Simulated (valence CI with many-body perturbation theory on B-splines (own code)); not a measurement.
## Gd⁵⁹⁺: calculated level list

Method: configuration interaction combined with many-body perturbation theory (CI+MBPT): three valence electrons over a frozen Dirac-Fock core [He], a basis of 11 s, 11 p, 10 d, 8 f, 5 g, 2 h functions for each j, with the one-electron correlation potential Σ1, the two-electron term Σ2, the three-electron term Σ3, Breit, model QED; selected CI, second order for the rest, scaled by the run's own slope (own B-spline code, finite nucleus).

No measured spectrum was set against this ion. As an estimate, large intervals hold to a few tenths of a per cent, small ones and those within an open d or f shell to about a per cent.

Levels 46 to 90 of 165, with energies above the lowest level, (2s^2 2p1/2) J=1/2. "Leading %" is the weight of the configuration and term that name the level; weights of strongly mixed levels are sums over their largest components and can fall short. In the jj column 3d3/2^4 stands for four electrons in 3d with j = 3/2.

| No. | Configuration | Term | J | E (× 10³ cm⁻¹) | Leading % | Leading jj | Second component |
| --- | --- | --- | --- | --- | --- | --- | --- |
| 46 | 2s.2p.3p | 4P | 3/2 | 69249 | 46 | 2s 2p3/2 3p1/2 (100 %) | 26 % 2s.2p.3p 4S |
| 47 | 2s.2p.3p | 2D | 5/2 | 69267 | 43 | 2s 2p3/2 3p1/2 (100 %) | 37 % 2s.2p.3p 4D |
| 48 | 2s.2p.3s | 2P° | 1/2 | 69281 | 91 | 2s 2p3/2 3s (99 %) | 9 % 2s.2p.3s 4P° |
| 49 | 2s.2p.3s | 2P° | 3/2 | 69321 | 83 | 2s 2p3/2 3s (99 %) | 16 % 2s.2p.3s 4P° |
| 50 | 2s.2p.3p | 2P | 1/2 | 69859 | 50 | 2s 2p3/2 3p1/2 (98 %) | 22 % 2s.2p.3p 2S |
| 51 | 2s.2p.3p | 2D | 3/2 | 69871 | 62 | 2s 2p3/2 3p1/2 (98 %) | 21 % 2s.2p.3p 2P |
| 52 | 2p2.3s | 4P | 3/2 | 70467 | 82 | 2p1/2 2p3/2 3s (96 %) | 13 % 2p2.3s 2P |
| 53 | 2p2.3s | 2P | 1/2 | 70528 | 63 | 2p1/2 2p3/2 3s (93 %) | 30 % 2p2.3s 4P |
| 54 | 2p2.3s | 2D | 5/2 | 70593 | 61 | 2p1/2 2p3/2 3s (94 %) | 33 % 2p2.3s 4P |
| 55 | 2p2.3s | 2D | 3/2 | 70658 | 60 | 2p1/2 2p3/2 3s (94 %) | 28 % 2p2.3s 2P |
| 56 | 2p2.3p | 4P° | 1/2 | 70900 | 47 | 2p1/2 2p3/2 3p1/2 (97 %) | 28 % 2p2.3p 4D° |
| 57 | 2s.2p.3p | 4D | 7/2 | 70914 | 100 | 2s 2p3/2 3p3/2 (100 %) |  |
| 58 | 2p2.3p | 4D° | 3/2 | 70945 | 54 | 2p1/2 2p3/2 3p1/2 (97 %) | 22 % 2p2.3p 2D° |
| 59 | 2s.2p.3p | 2P | 3/2 | 71018 | 52 | 2s 2p3/2 3p3/2 (92 %) | 30 % 2s.2p.3p 4S |
| 60 | 2p2.3p | 2F° | 5/2 | 71047 | 47 | 2p1/2 2p3/2 3p1/2 (96 %) | 29 % 2p2.3p 2D° |
| 61 | 2s.2p.3p | 4P | 5/2 | 71144 | 52 | 2s 2p3/2 3p3/2 (95 %) | 42 % 2s.2p.3p 2D |
| 62 | 2s.2p.3p | 2S | 1/2 | 71184 | 47 | 2s 2p3/2 3p3/2 (94 %) | 36 % 2s.2p.3p 2P |
| 63 | 2p2.3p | 2P° | 3/2 | 71354 | 41 | 2p1/2 2p3/2 3p1/2 (97 %) | 24 % 2p2.3p 2D° |
| 64 | 2s.2p.3d | 4D° | 5/2 | 71423 | 44 | 2s 2p3/2 3d3/2 (96 %) | 21 % 2s.2p.3d 2D° |
| 65 | 2s.2p.3d | 4D° | 3/2 | 71466 | 40 | 2s 2p3/2 3d3/2 (95 %) | 40 % 2s.2p.3d 4P° |
| 66 | 2s.2p.3d | 4F° | 7/2 | 71468 | 47 | 2s 2p3/2 3d3/2 (93 %) | 32 % 2s.2p.3d 2F° |
| 67 | 2s.2p.3d | 4P° | 1/2 | 71491 | 82 | 2s 2p3/2 3d3/2 (97 %) | 14 % 2s.2p.3d 4D° |
| 68 | 2s.2p.3p | 2D | 5/2 | 71597 | 74 | 2s 2p3/2 3p3/2 (98 %) | 15 % 2s.2p.3p 4D |
| 69 | 2s.2p.3p | 2P | 3/2 | 71719 | 58 | 2s 2p3/2 3p3/2 (98 %) | 29 % 2s.2p.3p 2D |
| 70 | 2s.2p.3p | 2S | 1/2 | 71745 | 61 | 2s 2p3/2 3p3/2 (99 %) | 20 % 2s.2p.3p 2P |
| 71 | 2s.2p.3d | 4F° | 9/2 | 71781 | 100 | 2s 2p3/2 3d5/2 (100 %) |  |
| 72 | 2s.2p.3d | 2D° | 3/2 | 71927 | 54 | 2s 2p3/2 3d5/2 (53 %) | 27 % 2s.2p.3d 4P° |
| 73 | 2s.2p.3d | 2D° | 5/2 | 71953 | 46 | 2s 2p3/2 3d5/2 (98 %) | 31 % 2s.2p.3d 4P° |
| 74 | 2s.2p.3d | 2F° | 7/2 | 72022 | 53 | 2s 2p3/2 3d5/2 (93 %) | 44 % 2s.2p.3d 4D° |
| 75 | 2s.2p.3d | 2F° | 5/2 | 72075 | 69 | 2s 2p3/2 3d3/2 (97 %) | 14 % 2s.2p.3d 4F° |
| 76 | 2s.2p.3d | 2P° | 1/2 | 72104 | 61 | 2s 2p3/2 3d3/2 (69 %) | 30 % 2s.2p.3d 4D° |
| 77 | 2s.2p.3d | 2D° | 3/2 | 72170 | 52 | 2s 2p3/2 3d3/2 (54 %) | 43 % 2s.2p.3d 2P° |
| 78 | 2s.2p.3d | 2P° | 1/2 | 72213 | 98 | 2s 2p3/2 3d5/2 (68 %) |  |
| 79 | 2s.2p.3d | 2F° | 7/2 | 72478 | 73 | 2s 2p3/2 3d5/2 (96 %) | 12 % 2s.2p.3d 4D° |
| 80 | 2s.2p.3d | 2D° | 5/2 | 72599 | 60 | 2s 2p3/2 3d5/2 (94 %) | 23 % 2s.2p.3d 2F° |
| 81 | 2s.2p.3d | 2P° | 3/2 | 72623 | 73 | 2s 2p3/2 3d5/2 (98 %) | 8 % 2s.2p.3d 4D° |
| 82 | 2p2.3p | 4D° | 5/2 | 72743 | 50 | 2p1/2 2p3/2 3p3/2 (97 %) | 34 % 2p2.3p 4P° |
| 83 | 2p2.3p | 2P° | 1/2 | 72782 | 36 | 2p1/2 2p3/2 3p3/2 (98 %) | 31 % 2p2.3p 4P° |
| 84 | 2p2.3p | 2D° | 3/2 | 72831 | 52 | 2p1/2 2p3/2 3p3/2 (98 %) | 21 % 2p2.3p 4P° |
| 85 | 2p2.3p | 2F° | 7/2 | 72889 | 61 | 2p1/2 2p3/2 3p3/2 (96 %) | 35 % 2p2.3p 4D° |
| 86 | 2p2.3p | 2P° | 3/2 | 72992 | 33 | 2p1/2 2p3/2 3p3/2 (100 %) | 31 % 2p2.3p 4S° |
| 87 | 2p2.3p | 2D° | 5/2 | 73077 | 63 | 2p1/2 2p3/2 3p3/2 (98 %) | 16 % 2p2.3p 2F° |
| 88 | 2p2.3d | 4F | 3/2 | 73144 | 43 | 2p1/2 2p3/2 3d3/2 (100 %) | 27 % 2p2.3d 2P |
| 89 | 2p2.3d | 4F | 5/2 | 73154 | 53 | 2p1/2 2p3/2 3d3/2 (99 %) | 39 % 2p2.3d 2F |
| 90 | 2p2.3d | 4D | 1/2 | 73184 | 79 | 2p1/2 2p3/2 3d3/2 (100 %) | 14 % 2p2.3d 2P |
